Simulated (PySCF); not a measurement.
C4H6OSSi.
Structure used (GFN2-xTB), in Å, numbered top down from 1:
```
atom  x, y, z in Å
C1    -2.7306    0.9506    0.1575
C2    -1.7857    0.1851   -0.3622
Si3    0.0241    0.3126    0.1098
O4     0.6586   -0.8060   -0.9022
C5     1.9421   -1.1993   -1.0508
C6     2.9836   -0.7698   -0.3932
S7     4.2702   -0.3041    0.3572
H8    -3.7700    0.8654   -0.1211
H9    -2.5035    1.7065    0.8915
H10   -2.0684   -0.5591   -1.0971
H11    0.6068    1.6308   -0.1597
H12    0.2914   -0.0523    1.5053
H13    2.0771   -1.9600   -1.8140
```

The calculation used TDDFT PBE0/def2-SVPD, vertical, gas phase, core orbitals frozen in the response (PySCF).

Kohn–Sham orbitals with the atoms that hold most of them (Löwdin shares over 4%, at most four atoms; ? is withheld):

| orbital | ε (eV) | atoms |
| --- | --- | --- |
| HOMO-3 | -9.42 | S7 23%, O4 21%, C6 15%, Si3 13% |
| HOMO-2 | -9.04 | C2 29%, Si3 20%, C1 13%, O4 9% |
| HOMO-1 | -8.16 | C2 36%, C1 36%, Si3 9%, H12 4% |
| HOMO | -6.10 | ? |
| LUMO | ? | ? |
| LUMO+1 | -0.66 | C1 34%, C2 32%, Si3 11%, H9 5% |
| LUMO+2 | 0.23 | Si3 27%, S7 10%, H11 10%, H12 10% |

Which atoms hold the LUMO, and with what shares?

S7 (bonded to C) 42%; C6 (bonded to C and S) 38%; C5 (bonded to C, O and H) 10%; O4 (bonded to C and Si) 5%. By element: carbon 47% or more, sulfur 42%, oxygen 5%.

Give the leading atoms of the HOMO.

S7 (bonded to C) 40%; C6 (bonded to C and S) 21%; C5 (bonded to C, O and H) 21%; O4 (bonded to C and Si) 14%. By element: carbon 42% or more, sulfur 40%, oxygen 14%.

What is the LUMO energy, and the HOMO–LUMO gap?

ε(LUMO) = -2.71 eV; the gap is 3.39 eV (0.1246 hartree).

How does S1 compare with the orbital gap of 3.39 eV?

S1 is at 1.63 eV (f = 0.0000), 1.76 eV below the gap, made of HOMO→LUMO (100%). Without the coupling terms of the response equations the lowest excitation would equal the gap.

One configuration dominates each of S1, S2, S3 and S6. Which, and how do the shares of the two leading atoms of either orbital change from the occupied to the empty one?

- S1 (1.63 eV, f 0.0000), HOMO→LUMO (100%): S7 40% → 42%, C6 21% → 38%
- S2 (4.71 eV, f 0.010), HOMO-1→LUMO (72%): C2 36% → at most 5%, C1 36% → at most 5%, S7 at most 5% → 42%, C6 at most 5% → 38%
- S3 (4.71 eV, f 0.041), HOMO→LUMO+1 (75%): S7 40% → at most 5%, C6 21% → at most 5%, C1 at most 5% → 34%, C2 at most 5% → 32%
- S6 (5.45 eV, f 0.0001), HOMO-2→LUMO (95%): C2 29% → at most 5%, Si3 20% → at most 5%, S7 at most 10% → 42%, C6 at most 10% → 38%

One conformer stands for the species.
